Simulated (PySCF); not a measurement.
```xyz
6

S      1.6256    -0.7073    -0.4795
Ge    -0.4161    -0.0459    -0.0525
Cl    -1.7287    -1.3471    -1.0968
Cl    -0.7676     1.9566    -0.6854
Cl    -0.8702    -0.1182     2.0266
H      2.1570     0.2619     0.2877
```

Charge 0, multiplicity 1.

Problem. Give the Mulliken and meta-Löwdin atomic charges from PBE0-D3(BJ)/def2-TZVP (PySCF 2.14.0).

Solution. 
```csv
atom,Mulliken (e),meta-Löwdin (e)
S1,-0.28,-0.23
Ge2,0.84,0.88
Cl3,-0.25,-0.25
Cl4,-0.25,-0.26
Cl5,-0.25,-0.26
H6,0.19,0.13
```
